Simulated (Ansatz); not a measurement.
This geometry of BCl3 + FH (6 atoms, charge 0, multiplicity 1) is a first-order saddle point.

Theory: RKS PBE-D4/def2-SVP in Ansatz.

```xyz
6
Properties=species:S:1:pos:R:3
B 0.014 -0.237 0.010
Cl 0.010 0.211 1.988
Cl 1.538 0.214 -0.767
Cl -1.535 0.145 -0.756
F 0.050 -1.761 0.437
H 0.043 -1.301 1.498
```

Problem. Which two structures does it join? (They come from a converged band through this point; their orientation in space is the band's.)

Solution. Bonds broken: B1–Cl2, F5–H6. Bonds formed: B1–F5, Cl2–H6. BCl3 + FH becomes BCl2F + ClH.

Initial state:

```xyz
6
Properties=species:S:1:pos:R:3
B 0.000 0.289 0.034
Cl 0.000 0.517 1.801
Cl 1.520 0.313 -0.824
Cl -1.525 0.235 -0.813
F 0.068 -2.305 0.717
H 0.058 -1.778 1.496
```

Final state:

```xyz
6
Properties=species:S:1:pos:R:3
B 0.017 -0.486 -0.577
Cl 0.015 0.065 2.705
Cl 1.527 0.303 -0.977
Cl -1.534 0.225 -0.967
F 0.049 -1.692 -0.009
H 0.045 -1.145 2.237
```

Problem. How far does it lie above each of them?

Solution. 0.34 eV above the first and 0.97 eV above the second. This is the barrier of this one path; another mechanism may lie lower. The orbitals stay closed-shell, which can raise the energy where a bond breaks towards radicals; this wasn't checked here.

Time of the run: 6.6 min on 2 threads of Arm Neoverse N1 (shared host), peak memory 0.13 GiB.
